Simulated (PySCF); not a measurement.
## `C(=CF)=C=C=CF`, C5H2F2

Geometry:
```csv
atom,x (Å),y (Å),z (Å)
F1,3.222,-1.156,-1.092
C2,2.214,-1.293,-0.229
C3,1.097,-0.626,-0.342
C4,-0.010,-0.005,-0.386
C5,-1.110,0.630,-0.435
C6,-2.262,1.240,-0.521
F7,-2.495,2.416,0.064
H8,2.431,-2.009,0.557
H9,-3.124,0.863,-1.061
```

The calculation used PySCF, quadratic response CAM-B3LYP/def2-TZVPD first hyperpolarisability, Taylor convention, gas phase. Geometry: PBE0-D3(BJ)/def2-TZVP.

Give the tensor of the second harmonic β(−2ω;ω,ω) at 1064 nm in the axes of these coordinates.

In au, Taylor convention; rows are the first index (the induced dipole):
|  | xx | yy | zz | xy | xz | yz |
| --- | --- | --- | --- | --- | --- | --- |
| x | +125.2 | -57.0 | +4.2 | +32.1 | -19.9 | +4.5 |
| y | +22.2 | +95.1 | +4.5 | -51.2 | +4.8 | -4.7 |
| z | -18.3 | -4.0 | -2.1 | +3.6 | +4.3 | +4.7 |

Norm of βᵢ = ⅓ Σⱼ (βᵢⱼⱼ + βⱼᵢⱼ + βⱼⱼᵢ): 151.8 au, hyper-Rayleigh value 72.2 au.
